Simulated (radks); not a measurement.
The numbers below are computed, except where a source is named.
The table gives one normalised radial function P(r) = r R(r) of Ru3+ in [Kr] 4d5 (r in bohr). Level of theory: scalar-relativistic Kohn-Sham, BP86, spin-polarised, spherical densities, point nucleus; open shells are filled with parallel spins first (spin-orbit coupling, left out, can overturn this in heavy ions) (a radial shooting solver on a logarithmic mesh with Libxc functionals).

r           P
0.001142   0.0443
0.001308   0.0500
0.001487   0.0559
0.001703   0.0630
0.001952   0.0708
0.002218   0.0789
0.002541   0.0884
0.002888   0.0982
0.003309   0.1095
0.003791   0.1217
0.004309   0.1340
0.004936   0.1478
0.005656   0.1623
0.006428   0.1763
0.007364   0.1913
0.008437   0.2060
0.009589   0.2190
0.01099    0.2312
0.01249    0.2404
0.01431    0.2466
0.01639    0.2479
0.01863    0.2432
0.02134    0.2306
0.02445    0.2083
0.02779    0.1773
0.03184    0.1326
0.03648    0.0752
0.04146    0.0101
0.0475    -0.0690
0.05398   -0.1495
0.06185   -0.2358
0.07085   -0.3149
0.08053   -0.3737
0.09226   -0.4085
0.1057    -0.4037
0.1201    -0.3548
0.1376    -0.2516
0.1564    -0.1089
0.1792     0.0789
0.2053     0.2812
0.2334     0.4560
0.2674     0.5898
0.3063     0.6360
0.3482     0.5773
0.3989     0.4003
0.457      0.1212
0.5194    -0.2007
0.595     -0.5539
0.6763    -0.8457
0.7748    -1.0646
0.8877    -1.1587
1.009     -1.1287
1.156     -0.9933
1.324     -0.7927
1.505     -0.5866
1.724     -0.3863
1.976     -0.2286
2.245     -0.1253
2.572     -0.0583
2.924     -0.0249
3.35      -0.0086
3.838     -0.0025
4.362     -0.0006
4.997     -0.0001

Which n and l does it have? It may be an empty orbital.

Answer. n = 4, l = 0: the number of nodes gives n - l - 1 = 3, the rise at small r (about r^(l+1), flatter next to the nucleus through relativity) gives l, and the extent must fit the shell. The curve is that of 4s up; the table hardly tells the two spins apart. 4s up: eigenvalue -112.51 eV, 3 radial nodes at r = 0.0422, 0.170, 0.480 bohr, <r> = 1.01 bohr, 90 % of the charge inside 1.47 bohr.
